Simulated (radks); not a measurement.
Question: The table gives one normalised radial function P(r) = r R(r) of C+ in [He] 2s2 2p1 (r in bohr). Calculated with a radial shooting solver on a logarithmic mesh with Libxc functionals: non-relativistic Kohn-Sham, SOGGA, spin-unpolarised, spherical densities, point nucleus.

r            P
0.00837  0.0005
0.01031  0.0008
0.01269  0.0011
0.0155   0.0017
0.01908  0.0025
0.02349  0.0038
0.02892  0.0056
0.03533  0.0082
0.04349  0.0121
0.05355  0.0179
0.06593  0.0261
0.08118  0.0379
0.09915  0.0538
0.1221   0.0766
0.1503   0.1076
0.1851   0.1489
0.226    0.2000
0.2783   0.2664
0.3426   0.3462
0.4218   0.4373
0.5194   0.5348
0.6344   0.6272
0.781    0.7118
0.9616   0.7679
1.184    0.7791
1.446    0.7373
1.78     0.6396
2.192    0.5011
2.699    0.3495
3.323    0.2134
4.059    0.1133
4.997    0.0478

Which n and l does it have? It may be an empty orbital.

Answer: n = 2, l = 1: the number of nodes gives n - l - 1 = 0, the rise at small r (about r^(l+1)) gives l, and the extent must fit the shell. The curve is that of 2p. 2p: eigenvalue -16.799 eV, 0 radial nodes, <r> = 1.51 bohr, 90 % of the charge inside 2.52 bohr.
